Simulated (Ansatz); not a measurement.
The Se1–H2 bond of hydrogen selenide (SMILES [SeH2]) is stretched (multiplicity 1, the rest rigid).
Geometry at rest (charge 0, multiplicity 1):
```xyz
3

Se     0.0001     0.0571     0.0025
H     -1.0525    -0.9689    -0.0382
H      1.0502    -0.9711    -0.0464
```

Frozen-core correlation. Filled d and f shells under p-block atoms count as core.

Codes used: Ansatz (Gaussian basis) for Hartree–Fock, density functionals and correlated methods. Each number belongs to the level named beside it.

FIC-MRCISD+Q on CASSCF(4,3)/cc-pVTZ, total energies (hartree):

| R (Å) | CASSCF | MRCISD | weight c² of the reference |
|---|---|---|---|
| 1.470 | -2401.065596 | -2401.232832 | 0.92722 |
| 2.573 | -2400.972236 | -2401.128046 | 0.92734 |
| 4.705 | -2400.949776 | -2401.102161 | 0.92873 |

**Question.** Add the Davidson correction (E_MRCISD − E_CASSCF)(1 − c²)/c² and give the energies above the first point at the three levels.

**Answer.** 
Corrections (hartree): -0.013126, -0.012208, -0.011693. Above the first point (kcal/mol):
- R = 2.573 Å: CASSCF 58.6, MRCISD 65.8, with the correction 66.3
- R = 4.705 Å: CASSCF 72.7, MRCISD 82.0, with the correction 82.9

Doubts at one or more of the structures used: active orbitals that take no part (FIC-MRCISD+Q on CASSCF(4,3)/cc-pVTZ).

Ansatz is a program for electronic structure.
